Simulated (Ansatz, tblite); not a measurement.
Forces on HfCl4 at its PBE-D4/def2-SVP geometry. The state is a singlet with charge 0.

In the def2 sets Hf takes a core potential; there is no spin–orbit coupling. The xTB rows come from tblite.

GFN1-xTB (tblite), largest force 0.61 eV/Å:

```xyz
5
positions Å, forces eV/Å
Hf    0.000    0.000    0.000    0.000    0.000    0.000
Cl    1.772    1.344   -0.718   -0.461   -0.349    0.187
Cl    0.626   -2.248   -0.127   -0.163    0.585    0.033
Cl   -1.860    0.369   -1.366    0.484   -0.096    0.355
Cl   -0.538    0.535    2.210    0.140   -0.139   -0.575
```

GFN2-xTB (tblite), largest force 0.48 eV/Å:

```
Hf 0.000 0.000 0.000
Cl -0.360 -0.273 0.146
Cl -0.127 0.457 0.026
Cl 0.378 -0.075 0.278
Cl 0.109 -0.109 -0.449
```

PBE0-D4/def2-TZVP (Ansatz), largest force 0.35 eV/Å:

```
Hf 0.000 0.000 0.000
Cl -0.268 -0.204 0.109
Cl -0.095 0.341 0.019
Cl 0.282 -0.056 0.207
Cl 0.081 -0.081 -0.335
```
